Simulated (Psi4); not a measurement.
Relaxed torsion scan: C7H5NO, SMILES N#Cc1cccc(O)c1. Scanned: dihedral C6–C7–O8–H13; all other coordinates were relaxed at GFN2-xTB. Points at φ and −φ are mirror images.

Geometry of the scan point at 160° (Å):
```
14

N     -3.3959    -1.5030    -0.3503
C     -2.3883    -0.9659    -0.2474
C     -1.1426    -0.3086    -0.1184
C     -1.0879     1.0836    -0.0871
C      0.1392     1.7071     0.0512
C      1.2995     0.9637     0.1566
C      1.2480    -0.4289     0.1060
O      2.4130    -1.1181     0.2087
C      0.0222    -1.0678    -0.0171
H     -1.9981     1.6580    -0.1653
H      0.1915     2.7845     0.0873
H      2.2613     1.4386     0.2655
H      2.2447    -2.0307     0.4720
H     -0.0360    -2.1481    -0.0368
```

Method: PBE-D3(BJ)/def2-SVP // GFN2-xTB (Psi4).

Scanned values (°): -160, -140, -120, -100, -80, -60, -40, -20, 0, 20, 40, 60, 80, 100, 120, 140, 160, 180.

Problem. Describe the profile: where are the wells and the tops?

Solution. Lower than their neighbours: 0° (0.9 kJ/mol), 180° (0.0 kJ/mol). Higher than their neighbours: -100° (23.1 kJ/mol), 100° (23.1 kJ/mol). The whole profile spans 23.1 kJ/mol.
